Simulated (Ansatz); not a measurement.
**Redistribution: C2H4Br2 + CHCl2I → CHBr2I + C2H4Cl2**

Species: C2H4Br2 (1,1-dibromoethane) `CC(Br)Br`, singlet; CHCl2I (dichloroiodomethane) `ClC(Cl)I`, singlet; CHBr2I (dibromoiodomethane) `BrC(Br)I`, singlet; C2H4Cl2 `CC(Cl)Cl`, singlet. The partners trade CH3 for I; both sit on C, so the bond types are kept.

Shapes, held fixed at every level: PBE0-D4/def2-TZVP. Programs: Ansatz 0.2.0. The zero-point and thermal change to 298 K, harmonic and unscaled (PBE0-D4/def2-TZVP), is +0.1 kJ/mol.

Task: Estimate ΔH(298 K) of this reaction.

Result: The highest level, CCSD(T)/def2-TZVPP, gives ΔH(298 K) = -1.3 kJ/mol; the levels span -3.6 to +0.8. That is about zero within the method's error. They disagree on the sign: 2 of 8 are positive. The column of differences is taken from that level and isn't an error. No measured value is set beside it here. For atoms past krypton def2 sets carry core potentials with scalar relativity. Relativity is left out for Br unless named. Correlated rows may include outer-core shells of Br, I, which these sets cover unevenly.

```csv
level,kind,ΔH(298 K) (kJ/mol),less CCSD(T)/def2-TZVPP
HF/def2-TZVPP,Hartree–Fock,-1.6,-0.3
PBE-D4/def2-TZVPP,GGA,+0.5,+1.8
r2SCAN-D4/def2-TZVPP,meta-GGA,+0.8,+2.1
PBE0-D4/def2-TZVPP,global hybrid,-0.1,+1.2
MP2/def2-SVP,perturbation theory,-3.6,-2.3
CCSD/def2-SVP,coupled cluster or CI,-3.1,-1.8
CCSD/def2-TZVPP,coupled cluster or CI,-1.4,-0.1
CCSD(T)/def2-TZVPP,coupled cluster or CI,-1.3,0.0
```
